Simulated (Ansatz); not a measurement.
Reaction (homolysis of the B–Cl bond): `C[B](Cl)[GeH3]` → `C[B][GeH3]`• + Cl•

Gas-phase electronic energies from Ansatz, PBE0-D4/def2-TZVP geometries. CCSD(T)/CBS adds triple-zeta CCSD(T) − MP2 to the extrapolated MP2 energy (def2 sets, frozen cores). This one scheme is used for every species, atoms too. DFT in def2-TZVPP. B3LYP here is the variant with VWN-RPA as its local correlation; programs differ in this. HSE06 is defined as in plane-wave codes. No spin–orbit coupling; open shells (•) take unrestricted orbitals. Spin–orbit coupling would lower the free atoms: a little for Cl. For Ge outer-core shells are correlated without core-valence functions, so the limit isn't a true one: a few kJ/mol of doubt a bond, and 10 to 20 or more in all where bonds break to atoms. Scalar relativity is left out up to krypton.

| level | ΔE (kcal/mol) | difference from CCSD(T)/CBS |
| --- | --- | --- |
| LDA (SPW92) | 139.7 | 15.5 |
| PBE-D4 | 124.2 | 0.0 |
| revPBE-D4 | 120.7 | -3.5 |
| BLYP-D4 | 119.1 | -5.1 |
| r2SCAN-D4 | 120.9 | -3.3 |
| B97M-V | 123.9 | -0.3 |
| PBE0-D4 | 122.4 | -1.8 |
| r2SCANh-D4 | 120.2 | -4.0 |
| r2SCAN0-D4 | 119.1 | -5.1 |
| HSE06-D4 | 122.4 | -1.8 |
| BHLYP-D4 | 117.0 | -7.2 |
| CAM-B3LYP-D4 | 120.2 | -4.0 |
| ωB97M-V | 125.6 | 1.4 |
| B2PLYP | 120.2 | -4.0 |
| PBE-QIDH | 123.4 | -0.8 |
| PBE | 122.6 | -1.6 |
| revPBE | 116.9 | -7.3 |
| BLYP | 115.8 | -8.4 |
| r2SCAN | 120.5 | -3.7 |
| PBE0 | 121.0 | -3.2 |
| B3LYP | 117.0 | -7.2 |
| r2SCANh | 119.7 | -4.5 |
| r2SCAN0 | 118.7 | -5.5 |
| HSE06 | 121.1 | -3.1 |
| BHLYP | 114.8 | -9.4 |
| CAM-B3LYP | 118.8 | -5.4 |
| LC-ωPBE | 119.3 | -4.9 |
| RPA@PBE/def2-TZVPP | 112.5 | -11.7 |
| MP2/def2-SVP | 122.4 | -1.8 |
| CCSD/def2-SVP | 116.1 | -8.1 |
| CCSD(T)/def2-SVP | 118.3 | -5.9 |
| HF/def2-TZVPP | 91.3 | -32.9 |
| SCS-MP2/def2-TZVPP | 123.3 | -0.9 |
| CCSD(T)/def2-TZVPP | 120.8 | -3.4 |
| HF/def2-QZVPP | 91.2 | -33.0 |
| MP2/def2-QZVPP | 128.8 | 4.6 |
| SCS-MP2/def2-QZVPP | 125.3 | 1.1 |
| HF/CBS(def2) | 91.2 | -33.0 |
| MP2/CBS(def2) | 130.3 | 6.1 |
| CCSD/CBS(def2) | 121.0 | -3.2 |
| CCSD(T)/CBS | 124.2 | 0 |

Largest T1 diagnostic among the species: 0.013.

In def2-TZVPP, CCSD(T) changes the Hartree–Fock value by +29.5 kcal/mol (the triples alone add +3.2 kcal/mol) and MP2 by +35.6 kcal/mol; breaking electron pairs costs correlation energy, which Hartree–Fock lacks. From PBE to PBE0 (25 % exact exchange), in def2-TZVPP and without D4, ΔE moves by −1.6 kcal/mol: exact exchange takes away binding that semilocal exchange gives to molecules.

CCSD(T)/CBS has its own doubt, a few kJ/mol and more with outer-core shells, so smaller differences from it don't rank the levels.
